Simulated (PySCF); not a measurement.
These are PBE-D3(BJ)/def2-TZVP // B3LYP-D3(BJ)/def2-TZVP (PySCF) values and carry that method's errors. All species are isolated molecules in the gas phase. 

Reference species (SMILES): `CC=C=O` (neutral, multiplicity 1).

```yaml
dipole_moment: 1.76 D
LUMO: -1.96 eV
HOMO–LUMO gap: 3.41 eV
```

Changed species: `O=C1CC1`.

**Question.** Give the shifts of the dipole moment, LUMO and HOMO–LUMO gap.

**Answer.** the dipole moment increases by 1.02 D, to 2.78 D; the LUMO falls by 0.13 eV, to -2.09 eV; the HOMO–LUMO gap stays essentially unchanged.
